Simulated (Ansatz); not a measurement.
2,4-difluorobenzenesulfonate (C₆H₃F₂O₃S⁻). Total charge -1; singlet. Geometry r2SCAN-D4/def2-SVP; atoms count from 1.

```
atom   x (Å)   y (Å)   z (Å)
  O1   2.674  -1.602   0.595
  S2   1.857  -1.530  -0.639
  O3   1.151  -2.788  -0.994
  O4   2.494  -0.831  -1.779
  C5   0.488  -0.406  -0.169
  C6  -0.836  -0.850  -0.210
  C7  -1.905  -0.016   0.142
  C8  -1.620   1.285   0.541
  F9  -2.633   2.111   0.887
 C10  -0.316   1.773   0.598
 C11   0.721   0.911   0.238
 F12   1.968   1.387   0.297
 H13  -0.992  -1.884  -0.533
 H14  -2.944  -0.357   0.112
 H15  -0.109   2.798   0.914
```

(1) Estimate the Mulliken populations from the PBE0/def2-TZVPD orbitals of Ansatz.

(2) And the Mayer bond orders between heavy atoms (over 0.3)?

## Answers

(1) 
```
atom  charge (e)
  O1       -0.66
  S2        1.11
  O3       -0.71
  O4       -0.67
  C5       -0.10
  C6        0.10
  C7       -0.74
  C8        0.52
  F9       -0.32
 C10       -0.88
 C11        0.57
 F12       -0.30
 H13        0.47
 H14        0.31
 H15        0.31
```
Mulliken values depend strongly on the basis. With diffuse functions, as here, like atoms can get unlike values, and bond orders can come out too low or too high.

(2) O1–S2 1.53 (1.48 Å); S2–O3 1.52 (1.49 Å); S2–O4 1.53 (1.48 Å); S2–C5 0.97 (1.83 Å); C5–C6 1.43 (1.40 Å); C5–C11 1.30 (1.40 Å); C6–C7 1.26 (1.40 Å); C7–C8 1.35 (1.39 Å); C8–F9 0.73 (1.35 Å); C8–C10 1.31 (1.39 Å); C10–C11 1.34 (1.40 Å); C11–F12 0.82 (1.34 Å).
